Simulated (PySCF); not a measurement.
## Spinor energies of Pr⁵⁵⁺ (praseodymium, charge +55)

Start: [He] 2s2. Calculated with PySCF 2.14 in an even-tempered Gaussian basis (17 s from 36 bohr⁻², ratio 2.4; 12 p from 46 bohr⁻², ratio 2.4; 5 d from 150 bohr⁻², ratio 2.6; 4 f from 220 bohr⁻², ratio 2.6): generalised Hartree-Fock with the X2C-1e Hamiltonian and a Gaussian nucleus; one run each with spin-orbit coupling (SO) switched off, then screened by Boettger's factors.

```tsv
spinor shell	electrons	ε, spin-free (eV)	ε, screened SO (eV)	weight of nominal j (screened SO)	rms radius, screened SO (bohr)
1s1/2	2	-47985.4	-47985.4	1.000	0.0273
2s1/2	2	-11653.7	-11653.7	1.000	0.106
```

```csv
quantity,spin-free,screened SO
E (hartree),-4483.69239,-4483.69239
M_J,0,0
⟨J²⟩,0.000,0.000
⟨L²⟩,0.000,0.000
⟨S²⟩,0.000,0.000
```

Breit and QED terms are absent; they matter most for the inner s and p1/2 levels.

Densities and radii are taken from the X2C orbitals without a picture-change correction, which distorts them close to the nucleus.

Without spin-orbit coupling the j labels of p, d and f shells carry no meaning; the spin-free column gives the mean over the occupied spinors of each nl shell.
